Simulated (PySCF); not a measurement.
Mean harmonic wavenumber (cm⁻¹) of eight halogen compounds: PBE-D3(BJ) beside PBE0-D3(BJ), computed with PySCF for isolated molecules in the bases named; differences from unrounded values. The eight are the first of their class met in an unordered collection, after screening for sound electronic states; none was chosen by its value. Each level has its own optimised geometry.

```
molecule                                                      basis  PBE0-D3(BJ)  PBE-D3(BJ)  difference
---------------------------------------------------------  --------  -----------  ----------  ----------
C5H9Cl, SMILES CCC/C=C\Cl                                  def2-SVP         1449        1401         -47
2-fluorocyclopenta-1,3-diene (C5H5F), SMILES C1CC=C(F)C=1  def2-SVP         1387        1337         -50
4-chlorobut-1-ene (C₄H₇Cl), SMILES C(=C)CCCl               def2-SVP         1467        1418         -49
C5H7F, SMILES F[C@H]1C=CCC1                                def2-SVP         1459        1407         -52
C3H3ClF2, SMILES F[C@]1(Cl)[C@@H](C1)F                     def2-SVP         1188        1138         -50
C5H5Cl, SMILES C#C[C@H]1C[C@H]1Cl                          def2-SVP         1335        1285         -50
2-chlorocyclopenta-1,3-diene (C₅H₅Cl), SMILES ClC1=CCC=C1  def2-SVP         1361        1313         -48
C3H3Cl3, SMILES CC(Cl)=C(Cl)Cl                             def2-SVP         1106        1065         -41
```

PBE-D3(BJ) lies below PBE0-D3(BJ) in 8 and above it in 0 of the eight; the mean signed difference is -48 and the largest -52 cm⁻¹.
